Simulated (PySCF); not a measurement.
H₂BFO₂ (SMILES OB(O)F), singlet, at a GFN2-xTB geometry.

The PySCF input:
```python
from pyscf import gto, scf, mcscf
import numpy

mol = gto.Mole()
mol.atom = '''
    B    -0.051595   -0.005556    0.010717
    F     1.269740    0.136724   -0.263732
    O    -0.417608   -0.736012    1.064566
    H     0.299629   -1.120068    1.568313
    O    -0.943826    0.589415   -0.781790
    H    -0.577850    1.090110   -1.510525
'''
mol.basis = 'cc-pvdz'
mol.charge = 0
mol.spin = 0
mol.verbose = 4
mol.build()

mf = scf.RHF(mol)
mf.kernel()
mc = mcscf.CASSCF(mf, 4, 2)
mc.fix_spin_(ss=0.0)
mc = mc.newton()
mc.kernel()
occ = numpy.linalg.eigvalsh(mc.fcisolver.make_rdm1(mc.ci, mc.ncas, mc.nelecas))[::-1]
ss = mc.fcisolver.spin_square(mc.ci, mc.ncas, mc.nelecas)[0]
print('natural occupations', occ.round(4), ' <S^2>', round(ss, 4))
```

**Question.** What does this run give for the nuclear repulsion energy, SCF-reference HOMO energy, SCF-reference Mulliken (on the basis functions themselves) charges in atom order, natural occupations of the active orbitals, SCF-reference dipole moment?

**Answer.** 
```yaml
nuclear_repulsion_energy: 114.9955 Eh
SCF-reference HOMO energy: -13.97 eV
SCF-reference Mulliken (on the basis functions themselves) charges in atom order: B1 0.37, F2 -0.29, O3 -0.21, H4 0.18, O5 -0.21, H6 0.18
natural_occupations_of_the_active_orbitals: 1.99, 0.01, 0.00, 0.00
SCF-reference dipole moment: 1.16 D
```
